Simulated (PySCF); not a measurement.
An unknown is described by computed data only.

Elements present: C, H, P and Si. Monoisotopic mass: 134.0137 u.

* Polarisability: 116.7 au [CAM-B3LYP/def2-SVPD]
* Triplet: lowest triplet excitation (Tamm–Dancoff): 5.57 eV [TDA CAM-B3LYP/def2-SVPD]
* Rotational structure: rotational constants A, B, C: 2.731, 1.207, 0.922 GHz [PBE0-D3(BJ)/def2-SVP]
* UV, strongest line: among the 10 lowest singlet transitions: S5 at 7.02 eV (177 nm, f = 0.281) [TDDFT CAM-B3LYP/def2-SVPD]
* 1H NMR: chemical shifts (computed TMS as zero) by class: 5.18 (1 H), 5.02 (1 H), 4.53 (1 H), 1.73 (2 H), 1.20 (3 H), 0.75 (1 H), 0.31 (1 H), 0.14 (1 H) ppm [GIAO B3LYP/pcSseg-1]
* 13C NMR: chemical shifts (computed TMS as zero) by class: 14.4 (1 C), 13.8 (1 C), -6.5 (1 C) ppm [GIAO B3LYP/pcSseg-1]
* NMR, other nuclei: isotropic shieldings of nuclei other than C and H, by class: 336 (1 Si), 365 (1 Si), 566 (1 P) ppm [GIAO B3LYP/pcSseg-1]

The electronic properties come from PySCF, for the isolated species, density fitting. Levels stand in brackets. The structure is a single PBE0-D3(BJ)/def2-SVP conformer in the gas phase; no vibrational or solvent corrections. NMR classes are plain means over equivalent atoms (diastereotopic ones count apart unless rotation or inversion swaps them), as if these changed places fast.

Question: Which formula fits the mass and the elements?

Answer: C3H11PSi2 (calculated 134.0137). No other formula that holds each of these elements comes within 0.0003 u with a fitting electron parity and a possible valence count.

Question: What is the compound? Reason from the data.

Answer: Numbering: `[CH3:1][C@@H:2]1[SiH2:3][CH2:4][Si@H:5]1[PH2:6]`. 3 carbons fall into 3 classes; from least to most shielded: methyl carbon [C1] (14.4 ppm), ring sp3 carbon bound to silicon [C2] (13.8 ppm), ring sp3 carbon bound to silicon [C4] (-6.5 ppm). Hydrogen classes from least to most shielded: 1 H on an SiH silicon, Si5 (5.18 ppm), 1 H on an SiH2 silicon, Si3 (5.02 ppm), 1 H on an SiH2 silicon, Si3 (4.53 ppm), 2 H on a three-coordinate phosphorus, P6 (1.73 ppm), 3 H on a methyl carbon, C1 (1.20 ppm), 1 H on an sp3 carbon bound to silicon, C2 (0.75 ppm), 1 H on an sp3 carbon bound to silicon, C4 (0.31 ppm), 1 H on an sp3 carbon bound to silicon, C4 (0.14 ppm). The other shieldings belong to: 336 ppm, SiH silicon [Si5]; 365 ppm, SiH2 silicon [Si3]; 566 ppm, three-coordinate phosphorus [P6]. The optimised geometry has point group C1 and is an asymmetric top. Structure: `C[C@@H]1[SiH2]C[Si@H]1P`. Computed isomers that give other values at the same levels: `C=C(C)[SiH2]P[SiH3]` (13C chemical shifts (computed TMS as zero) by class: 149.9 (1 C), 137.6 (1 C), 25.3 (1 C) ppm); `P[SiH2][SiH2]C1CC1` (rotational constant A: 4.374 GHz; this holds for the one conformer computed); `C[Si]1(P)C[SiH2]C1` (13C chemical shifts (computed TMS as zero) by class: 4.1 (1 C), 1.1 (2 C) ppm). The assignments are read from this structure; whether some other isomer fits the data as well wasn't checked. The mirror image fits equally.

The values belong to the conformer `[CH3:1][C@@H:2]1[SiH2:3][CH2:4][Si@H:5]1[PH2:6]`: H–P6–Si5–C4 -178°, H–P6–Si5–C4 -84°.
